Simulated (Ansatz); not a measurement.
A nudged elastic band was laid between two geometries of BH4NSSi (8 atoms, charge 0, multiplicity 1).

Computed with Ansatz, RKS PBE-D4/def2-SVP.

| Item | Value |
| --- | --- |
| movable images | 7 |
| climbing image | yes |
| spring | 5.0 eV/Å² |
| optimiser | quadratic models (default) |
| start path | through a guess of the saddle point |
| force threshold | 0.05 eV/Å |
| iteration limit | 60 |
| end points | relaxed |

Initial state:

```xyz
8
Properties=species:S:1:pos:R:3
B -0.164 1.541 -1.547
N 0.131 0.771 -0.588
Si 0.515 -0.310 0.703
S -0.439 -2.235 0.491
H -0.440 2.267 -2.448
H 0.113 0.341 1.995
H 1.980 -0.628 0.700
H -1.695 -1.747 0.695
```

Final state:

```xyz
8
Properties=species:S:1:pos:R:3
B -0.642 0.528 -2.025
N 0.007 0.916 -0.857
Si 0.493 -0.100 0.533
S -0.425 -2.032 0.393
H 0.180 1.933 -0.794
H 0.116 0.666 1.768
H 1.967 -0.367 0.519
H -1.697 -1.545 0.463
```

Question: Which bonds break or form, and what moves?

Answer: Bonds broken: B1–H5. Bonds formed: N2–H5.

Question: Give the energies along the band, and the barrier.

Answer: The forces met the threshold. The highest image is number 4 of 0 to 8, 290.4 kJ/mol above the first end and 78.2 kJ/mol above the last; the last end lies 212.2 kJ/mol above the first. Neighbouring images differ by up to 1.4 eV, so the band resolves the path poorly. A vibrational analysis at the climbing image gives one clearly imaginary mode, 1342i cm⁻¹: a first-order saddle point. The orbitals stay closed-shell, which can raise the energy where a bond breaks towards radicals; this wasn't checked here.

```
image  path coordinate (Å)  energy (kJ/mol)  B1–H5 (Å)  N2–H5 (Å)
    0                 0.00              0.0       1.19       2.45
    1                 0.59              7.6       1.19       2.45
    2                 1.19             34.2       1.17       2.40
    3                 1.78            157.3       1.18       1.99
    4                 2.38            290.4       1.34       1.37
    5                 2.89            222.1       1.81       1.05
    6                 3.41            213.0       2.05       1.03
    7                 3.92            212.8       2.03       1.03
    8                 4.43            212.2       2.04       1.03
```

Question: What is the geometry of the highest image?

Answer: 
```xyz
8
Properties=species:S:1:pos:R:3
B 0.007 1.290 -2.092
N 0.180 0.696 -0.929
Si 0.502 -0.232 0.548
S -0.469 -2.147 0.569
H -0.500 1.885 -1.001
H 0.042 0.664 1.658
H 1.964 -0.533 0.635
H -1.727 -1.623 0.612
```

The run took 2.3 min on 2 threads of Intel(R) Xeon(R) Platinum 8488C (Sapphire Rapids) (shared host), peak memory 0.14 GiB.
